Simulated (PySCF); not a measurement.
**How methods differ on the ionisation energy of Ti**

Ti [Ar] 3d2 4s2 (3F) → Ti⁺ [Ar] 3d2 4s1 (4F), as a difference of total energies. Computed with PySCF 2.14 in aug-cc-pVTZ-DK (8s7p5d3f2g, 93 functions), with scalar relativity by spin-free X2C-1e. Correlated levels: valence: [Ar] frozen. The calculations carry no spin-orbit coupling.

```
           method  ionisation energy (eV)
              UHF                   5.557
              LDA                   6.929
              PBE                   6.692
             PBE0                   6.570
           r2SCAN                   6.409
            M06-L                   6.961
          LC-wPBE                   6.405
          r2SCANh                   6.414
            wB97X                   6.994
    MP2 (valence)                   6.378
SCS-MP2 (valence)                   6.553
```

Errors of the correlated levels include the incompleteness of this basis and the frozen core.

MP2 underrates the near-degeneracy of ns² with np² in the lower species.

Task: Which method comes closest to the reference value, and which is furthest?

Result: The reference is 6.828 eV (measured; NIST levels, between the centres of gravity of the two terms). Closest: LDA (error 0.101 eV); furthest: UHF (error -1.271 eV).
